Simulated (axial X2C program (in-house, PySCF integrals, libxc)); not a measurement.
ClTbCl⁺: the levels of the configuration f8 s0

Calculated with an in-house all-electron X2C program for linear molecules (integrals from PySCF): two-component X2C with atomic mean-field Coulomb and Gaunt terms, basis Cl dyall-v3z, Tb dyall-v3z (cores contracted in-house). Orbitals come from Hartree–Fock averaged over the configuration Tb f8 s0; CI then distributes these electrons over the f, s shells of Tb.

Cl–Tb–Cl held linear, both bonds 2.457 Å (near the minimum of the configuration average).

Lowest levels of this model:

```csv
Ω,energy (cm⁻¹),g∥,configuration
6,0,17.95,100% f8
5,411,14.43,100% f8
4,838,10.96,100% f8
3,1279,7.56,100% f8
2,1727,4.32,100% f8
1,2140,1.56,100% f8
0,2347,0.00,100% f8
5,2602,15.49,100% f8
4,2838,11.63,100% f8
3,3081,7.84,100% f8
2,3305,4.34,100% f8
0,3414,0.00,100% f8
1,3434,1.88,100% f8
0,4193,0.00,100% f8
1,4280,2.75,100% f8
2,4532,6.17,100% f8
4,4680,13.33,100% f8
3,4685,9.44,100% f8
0,4737,0.00,100% f8
1,5148,3.61,100% f8
0,5343,0.00,100% f8
2,5633,7.30,100% f8
0,6164,0.00,100% f8
3,6297,11.07,100% f8
0,7501,0.00,100% f8
```

g∥ is the magnitude of 2⟨Lz + ge Sz⟩ for the +Ω component.

**Question.** From Ω and g∥ of the lowest level, whose 2⟨Lz + ge Sz⟩ is positive, find ⟨Sz⟩ and ⟨Lz⟩ (ge = 2.0023).

**Answer.** Ω = ⟨Lz⟩ + ⟨Sz⟩ = 6 and ⟨Lz⟩ + ge⟨Sz⟩ = 8.975, so ⟨Sz⟩ = 2.97 and ⟨Lz⟩ = 3.03.

Occupations of the active spinors in the lowest level by ω, shell by shell in order of energy: -7/2: 0.00; -5/2: 0.93 0.07; -3/2: 0.84 0.16; -1/2: 0.72 0.28 0.00; 1/2: 0.44 0.56 0.00; 3/2: 0.29 0.71; 5/2: 1.00 1.00; 7/2: 1.00. The leading determinant has weight 0.22 among 450.

This point took 3 s on 1 thread of Intel(R) Xeon(R) 6975P-C (Granite Rapids), on a shared host.

There is no dynamic correlation: spin–orbit spacings and, for f shells, spacings inside one term are the most reliable numbers, splittings between terms come out too wide, and energies between configurations are not reliable, so the lowest level need not be the ground state of the molecule. At most 4 roots were kept for each Ω > 0 (twice that for Ω = 0) within 2.2 eV of the lowest, so higher up levels can be missing between those listed; levels with Ω > 0 are doubly degenerate and listed once, Ω = 0 levels singly. States that fill the shells left empty in the average are placed too high. The molecule was held linear; bending was not examined.
